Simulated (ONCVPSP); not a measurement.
**Ag (Z = 47): one change to an ONCV potential, before and after**

| Quantity | Value |
| --- | --- |
| Element | Ag (Z = 47) |
| Generator | ONCVPSP 4.0.1 |
| Type | optimised norm-conserving Vanderbilt (ONCV) |
| Functional | PBEsol |
| Relativity | scalar-relativistic |
| Frozen core | [Ar] 3d10 |
| Valence charge | 19 |
| Reference configuration | 4s2 4p6 4d10 5s1 |
| Partial waves | 4s+5s: rc 1.35 bohr, ncon 5, nbas 9, qcut 8.3 1/bohr, 2 projectors; 4p: rc 1.65 bohr, ncon 3, nbas 8, qcut 8 1/bohr, 3 projectors, debl 2.3 Ha; 4d: rc 1.35 bohr, ncon 4, nbas 7, qcut 6.4 1/bohr, local |
| Local potential | the d channel |
| Core correction | none |

All-electron outer shells of the reference configuration (PBEsol, scalar-relativistic, ld1.x):

```
shell  level (eV)  outermost node (bohr)  outermost maximum (bohr)
   3d     -358.49                      –                      0.27
   4s      -94.97                   0.44                      0.82
   4p      -58.51                   0.44                      0.87
   4d       -7.45                   0.43                      1.04
   5s       -4.42                   1.11                      2.49
```

Change: d: nproj 1; local potential polynomial inside 1.30 bohr (lpopt 5, dvloc0 0 Ha).

Cutoffs: the cutoffs (Ha) at which the residual kinetic energy of the hardest occupied pseudo-wave falls to 1 and 0.1 mHa per electron; they do not see the model core or the augmentation charge, which bear on the density cutoff. Errors are all-electron minus pseudo energies relative to the spin-unpolarised reference configuration.

**Question.** Predict the effect on cutoff, ghosts and configuration errors.

**Answer.** The potential gets neither clearly harder nor softer (80 Ha and 96 Ha → 80 Ha and 96 Ha); the bound ghost in s disappears; of the 4 tests that both files solve, the error grows in 0 and shrinks in 3 by more than 15 % and 0.3 meV (median size 4.7 → 2.6 meV); the range in which the s phases agree widens (upper end 2.6 → at the end of the scan). In the separable form a ghost depends on how the local part lies against the semilocal potential of the channel, so the choice of the local part can create or remove one.

```tsv
quantity	base	changed
cutoff, loose	80 Ha	80 Ha
cutoff, tight	96 Ha	96 Ha
bound ghosts	s	none
GHOST(+) flags under 300 eV	none	none
error for 4s2 4p6 4d10 5s0, meV [ΔE 7.75 eV]	-1.2	-1.1
error for 4s2 4p6 4d9 5s0, meV [ΔE 29.86 eV]	-6.9	-4.0
error for 4s2 4p6 4d8 5s0, meV [ΔE 66.04 eV]	-20	-7.3
error for 4s2 4p6 4d9 5s1 5p1, meV [ΔE 8.61 eV]	-2.6	-0.4
s: phases at 1.37 bohr within 0.05 rad from the reference energy up to (Ha; the scan ends near 5)	2.6	to the end of the scan
p: phases at 1.67 bohr within 0.05 rad from the reference energy up to (Ha; the scan ends near 5)	to the end of the scan	to the end of the scan
d: phases at 1.37 bohr within 0.05 rad from the reference energy up to (Ha; the scan ends near 5)	4.2	to the end of the scan
```

 A true bound ghost makes a file unfit for plane-wave use even where its test errors are small: the radial tests pick states by their node count and pass the ghost by.
